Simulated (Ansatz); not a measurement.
A nudged elastic band was laid between two geometries of CH4 + GaH3 (9 atoms, charge 0, multiplicity 1).

These are results of RKS r2SCANh/def2-SVP in Ansatz 0.2.0, not measurements.

* movable images: 9
* climbing image: yes
* spring: 5.0 eV/Å²
* optimiser: quadratic models (default)
* start path: through a guess of the saddle point
* force threshold: 0.05 eV/Å
* iteration limit: 60
* end points: relaxed

Initial state:

```xyz
9
Properties=species:S:1:pos:R:3
Ga -0.986 0.968 -0.847
H 0.162 1.810 -1.493
H -1.572 -0.259 -1.615
H -1.647 1.449 0.483
H 1.091 0.048 0.041
C 0.802 -0.792 0.693
H 1.112 -0.552 1.716
H -0.280 -0.983 0.687
H 1.317 -1.690 0.334
```

Final state:

```xyz
9
Properties=species:S:1:pos:R:3
Ga -0.858 0.244 -0.257
H 0.632 1.693 -1.312
H -1.333 -0.177 -1.690
H -1.478 1.520 0.409
H 1.120 1.244 -0.936
C 0.321 -0.940 0.782
H 0.906 -0.399 1.537
H -0.314 -1.662 1.321
H 1.003 -1.522 0.147
```

Q: Which bonds break or form, and what moves?

A: Bonds broken: Ga1–H2, H5–C6. Bonds formed: Ga1–C6, H2–H5. CH4 + GaH3 becomes CH5Ga + H2.

Q: Give the energies along the band, and the barrier.

A: It converged. The highest image is number 5 of 0 to 10, 1.61 eV above the first end and 1.16 eV above the last; the last end lies 0.44 eV above the first. A vibrational analysis at the climbing image gives one clearly imaginary mode, 1369i cm⁻¹: a first-order saddle point. The orbitals stay closed-shell, which can raise the energy where a bond breaks towards radicals; this wasn't checked here.

```tsv
image	path coordinate (Å)	energy (eV)	Ga1–H2 (Å)	H5–C6 (Å)	Ga1–C6 (Å)
0	0.00	0.00	1.56	1.10	2.94
1	0.33	0.01	1.57	1.10	2.84
2	0.66	0.11	1.57	1.10	2.71
3	1.00	0.38	1.58	1.12	2.53
4	1.33	1.06	1.65	1.24	2.33
5	1.66	1.61	1.75	1.51	2.19
6	1.98	1.20	1.88	1.79	2.07
7	2.29	0.74	2.05	2.06	2.00
8	2.61	0.52	2.20	2.35	1.97
9	2.93	0.45	2.30	2.64	1.97
10	3.24	0.44	2.33	2.89	1.97
```

Q: What is the geometry of the highest image?

A: 
```xyz
9
Properties=species:S:1:pos:R:3
Ga -0.900 0.562 -0.504
H 0.604 1.289 -1.012
H -1.428 -0.247 -1.708
H -1.538 1.537 0.508
H 0.758 0.464 -0.349
C 0.521 -0.690 0.589
H 1.042 -0.236 1.443
H -0.270 -1.338 0.997
H 1.210 -1.341 0.035
```

Q: What are the harmonic wavenumbers there?

A: 1369i, 61, 407, 413, 610, 656, 697, 727, 772, 1008, 1177, 1206, 1438, 1467, 1707, 1967, 2055, 2068, 3059, 3159, 3187 cm⁻¹.

The band took 6 iterations and of the order of 4 core-minutes.

Run time: 120 s on 2 threads of Arm Neoverse V2, on a shared host, peak memory 0.18 GiB.
